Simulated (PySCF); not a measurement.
# Spin-rotation constants: SMILES C1=C([SiH2][GeH3])C=CN=C1, C₅H₉GeNSi

Cartesian coordinates in Å; atom numbers follow the order of the lines, from 1:
```xyz
17

Ge    2.887    0.188   -0.546
Si    1.255   -1.198    0.397
C    -0.426   -0.350    0.230
C    -0.695    0.834    0.913
C    -1.929    1.443    0.757
N    -2.882    0.963   -0.023
C    -2.634   -0.156   -0.681
C    -1.435   -0.846   -0.588
H     2.514    0.829   -1.851
H     4.188   -0.494   -0.850
H     3.300    1.354    0.303
H     1.187   -2.496   -0.282
H     1.507   -1.415    1.827
H     0.051    1.271    1.562
H    -2.171    2.360    1.280
H    -3.438   -0.515   -1.311
H    -1.287   -1.759   -1.145
```

The calculation used GIAO B97-2/pcSseg-1 magnetisability, rotational g tensor and spin-rotation constants, non-relativistic, gas phase in PySCF. Geometry: GFN2-xTB.

The calculation is non-relativistic, which matters for the atoms heavier than Zn.

(1) Give the nuclear spin-rotation constants along the inertial axes (H = +C I·J) beside the isotropic shieldings.

(2) How do the rotational constants and the g tensor change when H9, H10, H11, H12, H13, H14, H15, H16, H17 are replaced by deuterium?

Answers

(1) Rotational constants 2.9117, 0.5182, 0.4885 GHz. A star marks the isotopologue with that one atom substituted, in its own axes.
```csv
atom,isotope,Caa (kHz),Cbb (kHz),Ccc (kHz),mean (kHz),σ (ppm)
N6,14N,0.551,0.123,0.059,0.244,-88.3
H9,1H,-0.271,-0.045,0.004,-0.104,28.8
H10,1H,0.031,-0.041,-0.048,-0.019,28.6
H11,1H,-0.264,-0.003,-0.034,-0.100,28.6
H12,1H,-0.264,0.014,-0.038,-0.096,27.3
H13,1H,-0.256,-0.050,0.023,-0.094,27.0
H14,1H,-0.073,-0.024,-0.012,-0.036,24.4
H15,1H,-0.232,0.040,-0.029,-0.074,22.9
H16,1H,-0.028,-0.024,-0.004,-0.018,22.9
H17,1H,-0.256,0.034,-0.034,-0.086,24.3
Ge1,73Ge*,-0.654,-0.120,-0.112,-0.295,1688.8
Si2,29Si*,-1.515,-0.282,-0.286,-0.695,418.0
C3,13C*,1.267,0.184,0.104,0.518,42.8
C4,13C*,1.093,0.167,0.122,0.461,54.6
C5,13C*,0.987,0.225,0.126,0.446,34.6
```
For the geometry as given, no vibrational averaging.

(2) Constants 2.4038, 0.4850, 0.4550 GHz; g -0.0344, -0.0107, -0.0030, against -0.0416, -0.0106, -0.0040 before.
